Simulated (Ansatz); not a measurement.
`CCBCC` + `C=[CH][AlH][CH3]` → `C=[CH][Al]([CH3])[CH3]` + `CBCC`  (formal exchange of groups at a C–C bond)

Computed with Ansatz on PBE0-D4/def2-TZVP structures; ΔE is electronic, products minus reactants. CBS: MP2 limit from def2 TZ/QZ plus the TZ coupled-cluster correction, frozen cores. Functionals use def2-TZVPP. B3LYP here is the variant with VWN-RPA as its local correlation; programs differ in this. One conformer a species, not always the lowest.

(1) Is it downhill or uphill in electronic energy at CCSD(T)/CBS, and by how much? (An estimate is asked.)

(2) What do these levels give: r2SCAN-D4, PBE0-D4, ωB97X-V, B2PLYP, PBE0, B3LYP, r2SCANh, CAM-B3LYP, HF/def2-SVP, HF/def2-QZVPP, MP2/def2-QZVPP, HF/CBS(def2)? (An estimate is asked.)

Largest T1 diagnostic among the species: 0.011.

Answers

(1) The calculation gave: Downhill: ΔE = -0.57 eV.

(2) Ansatz gave: r2SCAN-D4 -0.62, PBE0-D4 -0.57, ωB97X-V -0.53, B2PLYP -0.57, PBE0 -0.56, B3LYP -0.57, r2SCANh -0.61, CAM-B3LYP -0.55, HF/def2-SVP -0.40, HF/def2-QZVPP -0.45, MP2/def2-QZVPP -0.59, HF/CBS(def2) -0.45 eV.

At CCSD(T), def2-SVP lies +0.16 eV from the extrapolated value and def2-TZVPP +0.02 eV. Leaving LDA and LC-ωPBE aside and taking each functional with its dispersion term where it has one, the values, not all of them listed here, spread over 0.11 eV, from r2SCAN-D4 to B97M-V. From BLYP to BHLYP (50 % exact exchange), in def2-TZVPP and without D4, ΔE moves by +0.04 eV.
